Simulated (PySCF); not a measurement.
# Co²⁺ (cobalt, charge +2) across methods

[Ar] 3d6 4s1, high-spin 6D determinant (an excited configuration). Computed with PySCF 2.14 in aug-cc-pVDZ-DK (7s6p4d2f, 59 functions), with the spin-free X2C one-electron Hamiltonian (Gaussian nucleus). The B2PLYP total includes its PT2 part (frozen core); its orbital energies are those of the SCF part.

```csv
method,E (hartree),mean ε 3d α (eV),mean ε 3d β (eV),mean ε 4s α (eV),Σ⟨r²⟩ (bohr²),⟨S²⟩
BP86,-1392.302,-35.434,-31.329,-24.198,19.56,8.750
MN15,-1392.912,-39.046,-34.612,-24.991,19.74,8.751
B97-3,-1391.954,-38.491,-33.899,-24.707,19.58,8.751
PBE,-1391.852,-35.358,-31.063,-24.018,19.60,8.750
PBE0,-1391.885,-38.407,-33.696,-24.880,19.58,8.751
LDA,-1389.404,-35.587,-30.992,-24.312,19.57,8.751
r2SCAN,-1392.078,-36.055,-31.331,-24.335,19.55,8.751
UHF,-1390.88347,-46.682,-40.376,-26.972,19.76,8.752
```

Estimate the same row for B2PLYP.

E (hartree) = -1391.820; mean ε 3d α (eV) = -41.415; mean ε 3d β (eV) = -36.307; mean ε 4s α (eV) = -25.661; Σ⟨r²⟩ (bohr²) = 19.64; ⟨S²⟩ = 8.751.
